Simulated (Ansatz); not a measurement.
Relaxation of BH$_{3}$O$_{3}$ (7 atoms, charge 0, multiplicity 1), to a largest force component of 0.02 eV/Å in at most 40 steps.

Method: RKS BHLYP/def2-SVP in Ansatz.

```xyz
7
Properties=species:S:1:pos:R:3:forces:R:3
B 0.000 0.000 0.000 0.20 -0.06 0.35
O 0.000 0.000 1.410 -2.09 -1.15 -1.40
H -0.909 -0.281 1.747 2.27 1.09 -0.76
O 1.221 0.000 -0.705 -0.86 -2.19 0.76
H 1.521 -0.952 -0.860 -0.69 2.49 0.37
O -1.221 0.000 -0.705 0.13 -2.49 1.18
H -1.731 -0.847 -0.496 1.03 2.32 -0.50
```

Question: Where does it end, and by what steps?

Answer: The run converged. After 7 steps the energy has fallen by 1.078 eV; H5 moved furthest, 0.69 Å.

```csv
step,energy less start (eV),largest force component (eV/Å),accepted
0,0.0000,2.494,yes
1,-0.3302,2.945,yes
2,-0.4977,2.401,yes
3,-0.7604,1.113,yes
4,-0.9414,0.765,yes
5,-1.0638,0.297,yes
6,-1.0766,0.163,yes
7,-1.0783,0.013,yes
```

```xyz
7
Properties=species:S:1:pos:R:3
B 0.067 -0.273 0.099
O -0.102 -0.034 1.424
H -1.000 -0.026 1.736
O 1.332 -0.265 -0.373
H 1.370 -0.448 -1.308
O -0.954 -0.516 -0.776
H -1.832 -0.518 -0.412
```

The run took 14 s on 1 thread of Arm Neoverse V2 (shared host), peak memory 0.13 GiB.
